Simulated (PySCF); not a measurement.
A calculated (LC-wPBE, PySCF 2.14, x2c-QZVPPall, scalar relativity by spin-free X2C-1e) atom or ion has these occupied shells.

| shell | electrons | orbital energy (eV) | rms radius, mean of both spins (bohr) |
| --- | --- | --- | --- |
| 1s α | 1 | -407.10 | 0.267 |
| 1s β | 1 | -404.37 | 0.267 |
| 2s α | 1 | -40.769 | 1.35 |
| 2p α | 3 | -28.061 | 1.39 |

Q: Name the element and its charge.

A: N+ (nitrogen, charge +1), in [He] 2s1 2p3, high-spin 5S determinant (an excited configuration).
